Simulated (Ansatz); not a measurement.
SnHF₃. Charge 0, multiplicity 1. Geometry PBE0-D4/def2-TZVP, basis def2-TZVP, Ansatz.

```csv
run,HOMO (eV),LUMO (eV)
A,-10.81,-2.54
B,-9.75,-2.88
C,-11.05,-2.15
D,-9.50,-3.49
E,-11.37,-1.97
F,-12.68,-1.20
```

In the def2 sets Sn takes a core potential; there is no spin–orbit coupling. B3LYP takes the VWN-RPA correlation.

Question: The runs used B3LYP, BHLYP, LDA (SPW92), PBE0, r2SCAN, r2SCAN0. Estimate which is which.

Answer: A B3LYP (20 % exact exchange); B r2SCAN (0 % exact exchange); C PBE0 (25 % exact exchange); D LDA (SPW92) (0 % exact exchange); E r2SCAN0 (25 % exact exchange); F BHLYP (50 % exact exchange). Exact exchange lowers occupied and raises empty levels; among semilocal functionals meta-GGAs tend to open the gap a little, and such runs are hard to tell apart. The gap grows from 6.01 eV (LDA (SPW92)) to 11.49 eV (BHLYP).
